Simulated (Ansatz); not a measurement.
Cost and result for the atomization energy of `OB1CC1` (9 atoms, 9 bonds).

```xyz
9

O     1.161    0.565   -1.566
B     0.374    0.160   -0.559
C    -0.086    0.272    0.888
C    -0.718   -0.782   -0.097
H     1.753    1.280   -1.315
H     0.512   -0.129    1.702
H    -0.738    1.079    1.211
H    -0.504   -1.826    0.114
H    -1.754   -0.618   -0.377
```

The species carries charge 0 and has multiplicity 1. The geometry is a stationary point of PBE0-D4/def2-TZVP. It is one conformer, not always the lowest. Program: Ansatz. All runs use 2 threads of an AMD EPYC 9B45 on a shared host. Times are those of one run each, without the atoms' runs, and a repeat can differ threefold. Electronic energies, without spin–orbit coupling; frozen cores. CCSD(T)/CBS adds CCSD(T) − MP2 in def2-TZVPP to the MP2 limit, and its time is that of the two runs behind it. T1 = 0.012.

CCSD(T)/CBS is a level of theory with its own doubt, some kJ/mol a heavy atom from the limit and from the frozen cores, so smaller differences don't rank the functionals.

```tsv
level	functions	wall time
LDA (SPW92)/def2-TZVPP	194	0.45 s
PBE-D4/def2-TZVPP (with forces)	194	0.9 s
PBE0-D4/def2-TZVPP	194	0.95 s
BHLYP-D4/def2-TZVPP	194	0.95 s
CCSD(T)/def2-SVP	81	1.1 s
CAM-B3LYP-D4/def2-TZVPP	194	1.2 s
r2SCANh-D4/def2-TZVPP	194	1.4 s
B2PLYP/def2-TZVPP	194	1.6 s
PBE-QIDH/def2-TZVPP	194	1.7 s
B97M-V/def2-TZVPP	194	2.7 s
MP2/def2-QZVPP	378	6.5 s
CCSD(T)/def2-TZVPP	194	17 s
CCSD(T)/CBS(def2)	–	23 s
```

(1) What atomization energy does each give, and how far from CCSD(T)/CBS? (Estimate.)

Results:

(1) Ansatz gave: 
```json
{"level": "LDA (SPW92)/def2-TZVPP", "atomization (kJ/mol)": "4216.5", "difference from CCSD(T)/CBS": "565.8", "per bond": "62.9"}
{"level": "PBE-D4/def2-TZVPP (with forces)", "atomization (kJ/mol)": "3763.2", "difference from CCSD(T)/CBS": "112.5", "per bond": "12.5"}
{"level": "PBE0-D4/def2-TZVPP", "atomization (kJ/mol)": "3696.4", "difference from CCSD(T)/CBS": "45.7", "per bond": "5.1"}
{"level": "BHLYP-D4/def2-TZVPP", "atomization (kJ/mol)": "3559.1", "difference from CCSD(T)/CBS": "-91.6", "per bond": "-10.2"}
{"level": "CCSD(T)/def2-SVP", "atomization (kJ/mol)": "3502.6", "difference from CCSD(T)/CBS": "-148.1", "per bond": "-16.5"}
{"level": "CAM-B3LYP-D4/def2-TZVPP", "atomization (kJ/mol)": "3687.9", "difference from CCSD(T)/CBS": "37.2", "per bond": "4.1"}
{"level": "r2SCANh-D4/def2-TZVPP", "atomization (kJ/mol)": "3669.0", "difference from CCSD(T)/CBS": "18.3", "per bond": "2.0"}
{"level": "B2PLYP/def2-TZVPP", "atomization (kJ/mol)": "3636.4", "difference from CCSD(T)/CBS": "-14.3", "per bond": "-1.6"}
{"level": "PBE-QIDH/def2-TZVPP", "atomization (kJ/mol)": "3662.8", "difference from CCSD(T)/CBS": "12.1", "per bond": "1.3"}
{"level": "B97M-V/def2-TZVPP", "atomization (kJ/mol)": "3686.8", "difference from CCSD(T)/CBS": "36.1", "per bond": "4.0"}
{"level": "MP2/def2-QZVPP", "atomization (kJ/mol)": "3697.7", "difference from CCSD(T)/CBS": "47.0", "per bond": "5.2"}
{"level": "CCSD(T)/def2-TZVPP", "atomization (kJ/mol)": "3565.8", "difference from CCSD(T)/CBS": "-84.9", "per bond": "-9.4"}
{"level": "CCSD(T)/CBS(def2)", "atomization (kJ/mol)": "3650.7", "difference from CCSD(T)/CBS": "0.0", "per bond": "0.0"}
```

At CCSD(T), def2-SVP lies −148.2 kJ/mol from the extrapolated value and def2-TZVPP −84.9 kJ/mol: correlation converges slowly with the basis, and small sets miss more of it in the bonded molecule than in its fragments. In def2-TZVPP, CCSD(T) changes the Hartree–Fock value by +847.9 kJ/mol (the triples alone add +51.7 kJ/mol) and MP2 by +929.8 kJ/mol; breaking electron pairs costs correlation energy, which Hartree–Fock lacks. The D4 term adds +19.3 kJ/mol with B3LYP and +9.9 kJ/mol with PBE0; it sums over pairs of atoms, weighted by their polarisabilities, and B3LYP, whose exchange is more repulsive, gets the larger term.

B3LYP here is the variant with VWN-RPA as its local correlation; programs differ in this.
